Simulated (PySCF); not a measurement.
ClFMoO₂, multiplicity 1. Atoms are numbered in the order given.

```xyz
5

Mo     0.0449     0.2797     0.0000
O      0.9150     0.7729    -1.3414
O      0.9150     0.7729     1.3414
F     -1.6236     1.0701     0.0000
Cl    -0.1124    -1.9850     0.0000
```

Coordinates come from a B3LYP-D3(BJ)/def2-SVP optimisation. The spin state was assumed, not searched. The structure was generated by enumeration; whether it is a known compound was not checked. The def2 effective core potentials stand for the cores of Mo; spin–orbit coupling is left out.

The numbers are results of CAM-B3LYP/def2-TZVP (PySCF), not measurements.

ESP charges are fitted to the potential on shells at 1.4 to 2.0 van der Waals radii. Atomic charges (e):

```csv
atom,ESP fit,Mulliken,Löwdin
Mo1,1.08,1.75,0.65
O2,-0.34,-0.50,-0.24
O3,-0.34,-0.50,-0.24
F4,-0.25,-0.45,-0.24
Cl5,-0.16,-0.31,0.08
```
